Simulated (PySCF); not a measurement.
First SCF of a structure search on doublet AuSe₂, at a hand-made side-on geometry. PySCF input:

```python
from pyscf import gto, scf, dft
mol = gto.M(atom='''
Au     0.000000     0.000000     0.000000
Se     1.170000     0.000000     2.177600
Se    -1.170000     0.000000     2.177600''',
    basis={'Au': 'def2-SVP', 'Se': 'def2-SVP'},
    ecp={'Au': 'def2-SVP'},
    charge=0, spin=1)
mf = dft.UKS(mol, xc='PBE')
mf.grids.atom_grid = (50, 194)
aux = {'Au': 'def2-universal-JKFIT', 'Se': 'def2-universal-JKFIT'}
mf = mf.density_fit(auxbasis=aux)
mf.conv_tol = 1e-08
mf.diis_space = 10
mf.max_cycle = 60
mf.init_guess = 'minao'
mf.verbose = 4
mf.kernel()
```

Excerpt of the output (cycles alone):

```
init E= -4924.503501793
cycle= 1 E= -4935.66721052702  delta_E= -11.2  |g|= 1.67  |ddm|= 7.28
cycle= 2 E= -4909.12890851228  delta_E= 26.5  |g|= 4.66  |ddm|= 13.2
cycle= 3 E= -4937.54752852834  delta_E= -28.4  |g|= 0.193  |ddm|= 12.4
cycle= 4 E= -4937.55080684788  delta_E= -0.00328  |g|= 0.199  |ddm|=  1.5
cycle= 5 E= -4937.57513290104  delta_E= -0.0243  |g|= 0.0495  |ddm|= 0.323
cycle= 6 E= -4937.57646889231  delta_E= -0.00134  |g|= 0.018  |ddm|= 0.0767
cycle= 7 E= -4937.57664213499  delta_E= -0.000173  |g|= 0.00864  |ddm|= 0.0294
cycle= 8 E= -4937.5766766781  delta_E= -3.45e-05  |g|= 0.000967  |ddm|= 0.00984
cycle= 9 E= -4937.57667732632  delta_E= -6.48e-07  |g|= 0.000419  |ddm|= 0.00278
cycle= 10 E= -4937.57667744318  delta_E= -1.17e-07  |g|= 8.41e-05  |ddm|= 0.000701
cycle= 11 E= -4937.57667744765  delta_E= -4.47e-09  |g|= 1.27e-05  |ddm|= 0.000158
Extra cycle  E= -4937.57667744756  delta_E= 8.55e-11  |g|= 2.13e-05  |ddm|= 5.85e-05
converged SCF energy = -4937.57667744756  <S^2> = 0.75193532  2S+1 = 2.0019344
```

This is not the lowest solution: all starts ended here, but a stability analysis within the same unrestricted form found one 0.3 kJ/mol lower, at -4937.57681 Eh.

With open d or f shells other occupations or spin states may lie lower. With an element this heavy the missing spin–orbit coupling can shift these numbers.

The search for the lowest solution, 3 starts and the stability check together, took 28 s on 2 threads of a shared Arm Neoverse V2 host, with 96 basis functions; the process peaked at 0.37 GiB. Launch command: `OMP_NUM_THREADS=2 python axn.py task.json out`.
